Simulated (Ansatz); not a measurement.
The cluster Li3Al5⁺, relaxed as a doublet with UKS PBE-D4/def2-SVP in Ansatz, starting from the GFN1-xTB geometry. Force threshold 0.02 eV/Å.

The structure comes from a short search, and lower isomers may exist.

Start:

| atom | x (Å) | y (Å) | z (Å) |
| --- | --- | --- | --- |
| Li1 | -1.349 | 1.296 | 0.956 |
| Li2 | 1.043 | 1.881 | 0.306 |
| Li3 | 0.553 | 0.938 | 2.478 |
| Al4 | 0.240 | -1.586 | 1.653 |
| Al5 | 1.340 | -1.623 | -0.770 |
| Al6 | -1.551 | 0.356 | -1.932 |
| Al7 | 1.021 | 0.556 | -2.156 |
| Al8 | -1.297 | -1.818 | -0.537 |

(1) Estimate the energy that the relaxation releases and the steps that it takes.

(2) Does the start keep its bonding and symmetry?

(3) Predict the relaxed structure.

Answers

(1) 2.28 eV, in 26 steps; 3.1 min on 4 threads of Intel Xeon on a shared host. No frequencies were taken in this run, so the end may be a saddle point.

(2) Bonds lost: Li1–Li2, Li1–Li3, Li2–Li3 (atoms count from 1). Bonds formed: Li1–Al4, Li1–Al7, Li2–Al5, Li3–Al8, Al5–Al6 (atoms count from 1). The end is the same structure that another start reached.

(3) 
```xyz
8

Li   -1.1528    1.5444    0.2283
Li    2.7574    1.0650   -0.7488
Li   -1.0026   -0.4527    3.3237
Al    0.9972   -0.0967    1.4209
Al    0.9666   -0.9921   -0.9505
Al   -1.6200   -0.7217   -1.7046
Al    0.1839    1.0896   -2.2587
Al   -1.1298   -1.4358    0.6897
```
Bond lengths (bridged metal pairs left out): 7 × Al–Al 2.54 to 2.71 Å; 6 × Al–Li 2.73 to 2.98 Å.
